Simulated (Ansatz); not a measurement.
Basis-set extrapolation for `CB(N)S` (PBE0-D4/def2-TZVP geometry, frozen core, Ansatz). Multiplicity 1, RHF reference.

```csv
,def2-TZVPP,def2-QZVPP
HF,-518.176765,-518.193765
MP2 correlation,-0.671746,-0.720439
CCSD(T) correlation,-0.745559,not run
```

Energies in hartree. Use E(X) = E(∞) + A·exp(−7.88·√X) for Hartree–Fock and E(X) = E(∞) + B·X^(−2.97) for correlation, with X = 3 and 4, and add CCSD(T) minus MP2 of the smaller set to the MP2 limit.

Task: What is the CCSD(T) energy at the basis-set limit?

Result: HF limit: -518.193765 + (-0.017000) × 0.13774 = -518.19611. MP2 limit: -0.720439 + (-0.048693) × 0.74074 = -0.75651. Higher-order term: -0.745559 − (-0.671746) = -0.07381. Total: -519.02643 hartree, 2.83 eV below CCSD(T)/def2-TZVPP.
